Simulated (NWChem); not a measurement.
Program: NWChem. System: ClTl, charge 0, spin multiplicity 1, displaced from the optimised geometry. The structure started from a generated list of species. Level: MP2/def2-SVP with def2 effective core potentials on Tl, 9 core orbitals frozen, spin-restricted.

Input file:

```
start mol
memory heap 200 mb stack 900 mb global 1100 mb
geometry units angstroms nocenter noautoz noautosym
  Tl     0.000000     0.000000    -0.437060
  Cl     0.000000     0.000000     3.972104
end
basis spherical
  * library def2-svp
end
ecp
  Tl library def2-ecp
end
scf
  rhf
  nopen 0
  maxiter 100
  thresh 1e-7
  semidirect memsize 60000000 filesize 0
end
mp2
  freeze core 9
end
task mp2 energy
```

Output (cleaned and shortened):

```
             Northwest Computational Chemistry Package (NWChem) 7.3.0
             --------------------------------------------------------

                                NWChem Input Module
                                -------------------

 Scaling coordinates for geometry "geometry" by  1.889725989
 (inverse scale =  0.529177249)

                             Geometry "geometry" -> ""
                             -------------------------

 Output coordinates in angstroms (scale by  1.889725989 to convert to a.u.)

  No.       Tag          Charge          X              Y              Z
 ---- ---------------- ---------- -------------- -------------- --------------
    1 Tl                  81.0000     0.00000000     0.00000000    -0.43706000
    2 Cl                  17.0000     0.00000000     0.00000000     3.97210400

 Effective nuclear repulsion energy (a.u.)     165.2642251167

            Nuclear Dipole moment (a.u.)
            ----------------------------
        X                 Y               Z
 ---------------- ---------------- ----------------
     0.0000000000     0.0000000000    60.7053838024


 Summary of "ao basis" -> "" (spherical)
 ------------------------------------------------------------------------------
       Tag                 Description            Shells   Functions and Types
 ---------------- ------------------------------  ------  ---------------------
 *                          def2-svp                  on all atoms

 Summary of "ao basis" -> "ao basis" (spherical)
 ------------------------------------------------------------------------------
       Tag                 Description            Shells   Functions and Types
 ---------------- ------------------------------  ------  ---------------------
 Tl                         def2-svp                10       26   4s4p2d
 Cl                         def2-svp                 8       18   4s3p1d

                                 NWChem SCF Module
                                 -----------------

  ao basis        = "ao basis"
  functions       =    44
  atoms           =     2
[...]
     1   1 0 0      0.000000      0.000000      0.000000
     1   0 1 0     -0.000000      0.000000      0.000000
     1   0 0 1     -6.665662      0.000000    110.260802

     2   2 0 0    -26.560975      0.000000      0.000000
     2   1 1 0     -0.000000      0.000000      0.000000
     2   1 0 1      0.000000      0.000000      0.000000
     2   0 2 0    -26.560975      0.000000      0.000000
     2   0 1 1     -0.000000      0.000000      0.000000
     2   0 0 2    -71.927017      0.000000    972.153778

                   NWChem MP2 Semi-direct Energy/Gradient Module
                   ---------------------------------------------

  Basis functions       =     44
  Molecular orbitals    =     44
  Frozen core           =      9
  Frozen virtuals       =      0
  Active alpha occupied =     10
  Active beta occupied  =     10
  Active alpha virtual  =     25
  Active beta virtual   =     25
  Use MO symmetry       = F
  Use skeleton AO sym   = F

  AO/Fock/Back tols     =   1.0D-09  1.0D-09  1.0D-09

 GA uses MA = F    GA memory limited = T

 Available:
  local mem=  1.26D+08
 global mem=  1.44D+08
 local disk=  0.00D+00
  mp2_memr nvloc                    25
  nvloc new                    25
   1 passes of  10:        2097152                      10324                    769223.
   1 passes of  10: M    126148571           G      144175328           F     124051419.

 Semi-direct pass number   1 of   1  for RHF alpha+beta  at        0.4s
  vrange nnbf                   901
  mp2_eaftype                    10  avail_ma_in_mb                  1099
 EAF : mp2_eaftype filesize          10     384611.
  mp2_eaf for mointskh                     10
Node 0 wrote      1.8 Mb in      0.0 s     Agg I/O rate:   956.4 Mb/s
 Done moints_semi at        1.0s
  mp2_eaftype                    10  avail_ma_in_mb                  1089
 EAF : mp2_eaftype filesize          10     384611.
  mp2_eaf for kh                    10
 Done maket at        1.0s
 Done multipass loop at        1.0s

          -------------------------------------------
          SCF energy                -630.841818344553
          Correlation energy          -0.181507948699
          Singlet pairs               -0.115513522912
          Triplet pairs               -0.065994425786
          Total MP2 energy          -631.023326293252
          -------------------------------------------

          ---------------------------------------------------
                    Spin Component Scaled (SCS) MP2
          Same spin pairs                     -0.043996283857
          Same spin scaling factor             0.333333333333
          Opposite spin pairs                 -0.137511664841
          Opposite spin scaling fact.          1.200000000000
          SCS-MP2 correlation energy          -0.179679425762
          Total SCS-MP2 energy              -631.021497770315
          ---------------------------------------------------

 -----------------------
 Performance information
 -----------------------

 Timer overhead =  1.36D-07 seconds/call

               Nr. of calls         CPU time (s)                 Wall time (s)                GFlops
             ---------------    -------------------     ------------------------------   -------------------
Name         Min   Avg   Max    Min     Avg     Max     Min     Avg     Max   Mx/calls   Min     Max     Sum
mp2: moin     1     1     1   0.61    0.61    0.61     0.61    0.61    0.61    0.61      0.0     0.0     0.0
mp2: make     1     1     1   2.28E-2 2.28E-2 2.28E-2  2.28E-2 2.28E-2 2.28E-2 2.28E-2   0.0     0.0     0.0
mp2: tota     1     1     1   0.66    0.66    0.66     0.66    0.66    0.66    0.66      0.0     0.0     0.0

 The average no. of pstat calls per process was 3.00D+00
 with a timing overhead of 4.07D-07s

 Task  times  cpu:        1.0s     wall:        1.0s

 Total times  cpu:        1.0s     wall:        1.0s
```
